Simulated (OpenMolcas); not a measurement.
# Multiconfigurational calculation on Kr2+

Input:

```
&GATEWAY
Coord
1

Kr 0.0 0.0 0.0
Basis=ANO-R3
Group=XYZ
NoMove
AngMom=0.0 0.0 0.0
AMFI
&SEWARD
&RASSCF
FileOrb=start.orb
Symmetry=1
Spin=3
nActEl=4 0 1
Inactive=9 6
Ras2=0 3
Ras3=6 0
CIRoot=3 3 1
SDav=3
CIMx=300
Iter=120 100
PrWF=0.3
OrbListing=Nothing
MaxOrb=0
Thrs=2.0e-7 1.0e-1 5.0e-4
Atom
>>> COPY $Project.JobIph JOB001
&RASSCF
FileOrb=start.orb
Symmetry=1
Spin=1
nActEl=4 0 1
Inactive=9 6
Ras2=0 3
Ras3=6 0
CIRoot=6 6 1
SDav=6
CIMx=300
Iter=120 100
PrWF=0.3
OrbListing=Nothing
MaxOrb=0
Thrs=2.0e-7 1.0e-1 5.0e-4
Atom
>>> COPY $Project.JobIph JOB002
&RASSCF
FileOrb=start.orb
Symmetry=2
Spin=5
nActEl=4 0 1
Inactive=9 6
Ras2=0 3
Ras3=6 0
CIRoot=6 6 1
SDav=6
CIMx=300
Iter=120 100
PrWF=0.3
OrbListing=Nothing
MaxOrb=0
Thrs=2.0e-7 1.0e-1 5.0e-4
Atom
>>> COPY $Project.JobIph JOB003
&RASSCF
FileOrb=start.orb
Symmetry=2
Spin=3
nActEl=4 0 1
Inactive=9 6
Ras2=0 3
Ras3=6 0
CIRoot=54 54 1
SDav=54
CIMx=300
Iter=120 100
PrWF=0.3
OrbListing=Nothing
MaxOrb=0
Thrs=2.0e-7 1.0e-1 5.0e-4
Atom
>>> COPY $Project.JobIph JOB004
&RASSCF
FileOrb=start.orb
Symmetry=2
Spin=1
nActEl=4 0 1
Inactive=9 6
Ras2=0 3
Ras3=6 0
CIRoot=48 48 1
SDav=48
CIMx=300
Iter=120 100
PrWF=0.3
OrbListing=Nothing
MaxOrb=0
Thrs=2.0e-7 1.0e-1 5.0e-4
Atom
>>> COPY $Project.JobIph JOB005
&RASSI
NrOfJobIphs=5 3 6 6 54 48
1 2 3
1 2 3 4 5 6
1 2 3 4 5 6
1 2 3 4 5 6 7 8 9 10 11 12 13 14 15 16 17 18 19 20 21 22 23 24 25 26 27
28 29 30 31 32 33 34 35 36 37 38 39 40 41 42 43 44 45 46 47 48 49 50 51
52 53 54
1 2 3 4 5 6 7 8 9 10 11 12 13 14 15 16 17 18 19 20 21 22 23 24 25 26 27
28 29 30 31 32 33 34 35 36 37 38 39 40 41 42 43 44 45 46 47 48
IphNames
JOB001
JOB002
JOB003
JOB004
JOB005
EJob
SpinOrbit
DIPRint=1.0
SOCoupling=1000.0
Subsets=2
MEES
Property=10
'ANGMOM' 1 'ANGMOM' 2 'ANGMOM' 3 'MLTPL  1' 1 'MLTPL  1' 2 'MLTPL  1' 3
'AMFI' 1 'AMFI' 2 'AMFI' 3 'MLTPL  2' 6
SOProperty=3
'ANGMOM' 1 'ANGMOM' 2 'ANGMOM' 3
```

A driver script runs the steps one by one and writes start.orb anew before each from the orbitals found so far.

Output, cut to the results:

```
--- SEWARD ---
Basis set label: KR.ANO-R...7S6P5D4F2G1H.

      Electronic valence basis set:
      ------------------
      Associated Effective Charge  36.000000 au
      Associated Actual Charge     36.000000 au
      Nuclear Model: Finite nucleus - Gaussian distribution
        Gaussian exponent, Xi/bohr**(-2):  2.34612E+08

      Shell  nPrim  nBasis  Cartesian Spherical Contaminant
         s      21       7        X
         p      15       6        X
         d       9       5                 X
         f       6       4                 X
         g       4       2                 X
         h       2       1                 X
                  Relativistic X2C integrals
                  Atomic mean-field integrals
--- RASSCF ---
Wave function specifications:
      -----------------------------

      Number of closed shell electrons          30
      Number of electrons in active shells       4
      Max number of holes in RAS1 space          0
      Max nr of electrons in RAS3 space          1
      Number of inactive orbitals               15
      Number of active orbitals                  9
      Number of secondary orbitals              83
      Spin quantum number                      1.0
      State symmetry                             1
Orbital specifications:
      -----------------------

      Symmetry species                           1   2
                                                ag  au
      Frozen orbitals                            0   0
      Inactive orbitals                          9   6
      Active orbitals                            6   3
      RAS1 orbitals                              0   0
      RAS2 orbitals                              0   3
      RAS3 orbitals                              6   0
      Secondary orbitals                        35  48
      Deleted orbitals                           0   0
      Number of basis functions                 50  57
      Number of CSFs                             3
      Number of root(s) required                 3
      Iter CI   SX   CI       RASSCF       Energy    max ROT     max BLB   max BLB  Level Ln srch  Step   QN
          iter iter root      energy       change     param      element    value   shift minimum  type update
 Nr of preliminary CI iterations:   1
 ###############################################################################
 ###############################################################################
 ###                                                                         ###
 ###                                                                         ###
 ###    WARNING: Problems in orbital optimization.                           ###
 ###                                                                         ###
 ###                                                                         ###
 ###############################################################################
 ###############################################################################
  Warning: In symmetry  1, orbital p=  10 has diagonal density matrix element D(p,p) close to zero. D(p,p)=  0.000000E+00
  Warning: In symmetry  1, orbital p=  11 has diagonal density matrix element D(p,p) close to zero. D(p,p)=  0.000000E+00
        ...
  Warning: In symmetry  1, orbital p=  13 has diagonal density matrix element D(p,p) close to zero. D(p,p)=  0.000000E+00
  Warning: In symmetry  1, orbital p=  14 has diagonal density matrix element D(p,p) close to zero. D(p,p)=  0.000000E+00
  Warning: In symmetry  1, orbital p=  15 has diagonal density matrix element D(p,p) close to zero. D(p,p)=  0.000000E+00
        4   1    2    0  -786.92890574    2.27E-12  -1.95E-08    8  17 2 -1.33E-07   0.50   0.00    SX    NO
      Convergence after  4 iterations
        5   1    2    0  -786.92890574    0.00E+00  -1.95E-08    8  14 2 -7.16E-08   0.50   0.00    SX    NO
      Natural orbitals and occupation numbers for root  1
      sym 1:   0.000000   0.000000   0.000000   0.000000   0.000000   0.000000
      sym 2:   2.000000   1.000000   1.000000
      Natural orbitals and occupation numbers for root  2
      sym 1:   0.000000   0.000000   0.000000   0.000000   0.000000   0.000000
      sym 2:   1.000000   1.000000   2.000000
      Natural orbitals and occupation numbers for root  3
      sym 1:   0.000000   0.000000   0.000000   0.000000   0.000000   0.000000
      sym 2:   1.000000   2.000000   1.000000
...
--- RASSI ---
SPIN-FREE ENERGIES:
  (Shifted by EMIN (a.u.) =      -2786.9289057433)

 SF State       Relative EMIN(au)   Rel lowest level(eV)    D:o, cm**(-1)      L_eff

     1             0.0000000000        0.0000000000              0.0000         1.0
     2             0.0000000000        0.0000000000              0.0000         1.0
     3             0.0000000000        0.0000000000              0.0000         1.0
     4             0.0656844751        1.7873656229          14416.0760         2.0
     5             0.0656844751        1.7873656229          14416.0760         2.0
     6             0.0656844751        1.7873656229          14416.0760         2.0
     7             0.0656844751        1.7873656229          14416.0760         2.0
     8             0.0656844751        1.7873656229          14416.0760         2.0
     9             0.1637703497        4.4564182424          35943.4371         0.0
    10             0.6359124170       17.3040583969         139566.6433         0.0
    11             0.6410502368       17.4438655963         140694.2644         2.0
    12             0.6410502368       17.4438655963         140694.2644         2.0
    13             0.6410502368       17.4438655963         140694.2644         2.0
    14             0.6410502368       17.4438655963         140694.2644         2.0
    15             0.6410502368       17.4438655963         140694.2644         2.0
    16             0.6712491012       18.2656185587         147322.1490         0.0
    17             0.7094103282       19.3040384489         155697.5703         2.0
    18             0.7094103282       19.3040384489         155697.5703         2.0
    19             0.7094103282       19.3040384489         155697.5703         2.0
    20             0.7094103282       19.3040384489         155697.5703         2.0
    21             0.7094103282       19.3040384489         155697.5703         2.0
...
```

Levels above the lowest, from the spin-orbit matrix, grouped by J:

```csv
Configuration,Term,J,E (cm⁻¹),Measured (cm⁻¹),Term weight %
4s² 4p⁴,³P,2,0.0,0.0,98
4s² 4p⁴,³P,1,4115,4548,100
4s² 4p⁴,³P,0,5135,5313,98
4s² 4p⁴,¹D,2,17092,14644,98
4s² 4p⁴,¹S,0,39039,33080,98
4s² 4p³ 5s,⁵S°,2,141447,145719,99
4s² 4p³ 4d,⁵D°,0,142298,138447,99
4s² 4p³ 4d,⁵D°,1,142359,138471,99
4s² 4p³ 4d,⁵D°,2,142459,138481,99
4s² 4p³ 4d,⁵D°,3,142595,138493,99
4s² 4p³ 4d,⁵D°,4,142812,138649,99
4s² 4p³ 5s,³S°,1,149124,151580,98
4s² 4p³ 4d,³D°(1),2,157004,,90
4s² 4p³ 4d,³D°(1),3,157550,,95
4s² 4p³ 4d,³D°(1),1,158056,,100
4s² 4p³ 4d,³F°(1),2,161928,153563,91
4s² 4p³ 4d,³F°(1),3,163082,154700,94
4s² 4p³ 4d,³F°(1),4,164500,156082,97
4s² 4p³ 5s,³D°,1,164902,163269,94
4s² 4p³ 5s,³D°,2,165127,163636,92
4s² 4p³ 4d,¹S°,0,165575,154400,99
4s² 4p³ 5s,³D°,3,165942,165053,100
4s² 4p³ 5s,¹D°,2,168569,170899,93
4s² 4p³ 4d,³G°,3,171681,159996,96
```

Against the 20 measured excited levels shown (Saloman, J. Phys. Chem. Ref. Data 36, 215 (2007)) the mean absolute deviation is 4500 cm-1; the largest miss in energy is 4s² 4p³ 4d ³G°₃: computed 171681, measured 159996 cm⁻¹ (+7.3 %), and the largest in proportion 4s² 4p⁴ ¹S₀ (+18.0 %). Levels of one J stand in another order than measured, so their pairing by name is doubtful.

Some levels mix across a computed gap that differs much from the measured one, so their mixing is not that of the real levels. ANO sets are built for valence states and can reach diffuse excited orbitals poorly, and with the s shell closed the s pⁿ⁺¹ terms that mix with these levels are absent. With the s shell closed, the reference lacks s² → p² mixing. Computed and measured levels are paired by configuration, term and J; levels that our copy of the source lacks, or whose pairing is in doubt (as where it misses far off the trend of its configuration), stay unpaired and out of the deviations. Only configurations of the active space appear. The table shows the lowest 24 of 53 levels.

The term weight is that of the spin-free term in the level, not the purity of its configuration. A number in round brackets counts repeated terms of one configuration in the order of the reference energies. ° marks odd parity.
